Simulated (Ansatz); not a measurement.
Molecule: 2-ethenylselanylpropane, C5H10Se (charge 0, singlet). 
Geometry from a B3LYP-D3(BJ)/def2-TZVP (Ansatz, an electronic-structure program) optimisation:
SMILES: C=C[Se]C(C)C
```xyz
16

C      2.7944     0.8236     0.1189
C      1.6425     0.3592     0.5865
Se     0.3174    -0.5026    -0.4775
C     -1.2688     0.0369     0.5985
C     -2.4649    -0.7559     0.0920
C     -1.4942     1.5389     0.5426
H      3.5394     1.2305     0.7917
H      3.0393     0.8058    -0.9357
H      1.4127     0.3930     1.6462
H     -1.0309    -0.2705     1.6182
H     -3.3521    -0.5043     0.6783
H     -2.2987    -1.8306     0.1695
H     -2.6803    -0.5166    -0.9518
H     -0.6212     2.0916     0.8895
H     -2.3438     1.8137     1.1757
H     -1.7109     1.8591    -0.4780
```
Charge 0, spin multiplicity 1.

Wanted: vertical ionisation energy (to the doublet state of charge +1; each state is the SCF solution reached for its spin; the UHF <S^2> is 0.89 for the doublet (pure: 0.75)), in eV. Correlated levels leave the core frozen unless marked. UHF or UKS for open shells. Spin-orbit coupling is left out. Frozen are the shells of the preceding noble gas and the d and f shells that filled before the atom's block. Non-relativistic. 

| level | program | vertical ionisation energy (eV) |
|---|---|---|
| HF/aug-cc-pVDZ | Ansatz | 6.93 |
| HF/aug-cc-pVTZ | Ansatz | 6.91 |
| SVWN5/def2-TZVPD | Ansatz | 8.05 |
| PBE/def2-TZVPD | Ansatz | 7.82 |
| r2SCAN/def2-TZVPD | Ansatz | 7.85 |
| B3LYP/def2-TZVPD | Ansatz | 7.93 |
| PBE0/def2-TZVPD | Ansatz | 7.90 |
| BHLYP/def2-TZVPD | Ansatz | 7.84 |
| CAM-B3LYP/def2-TZVPD | Ansatz | 8.01 |
| wB97M-V/def2-TZVPD | Ansatz | 8.00 |
| wB97X-V/def2-TZVPD | Ansatz | 8.02 |
| SCS-MP2/aug-cc-pVDZ | Ansatz | 8.12 |
| CCSD/aug-cc-pVDZ | Ansatz | 7.88 |
| CCSD(T)/aug-cc-pVDZ | Ansatz | 7.93 |
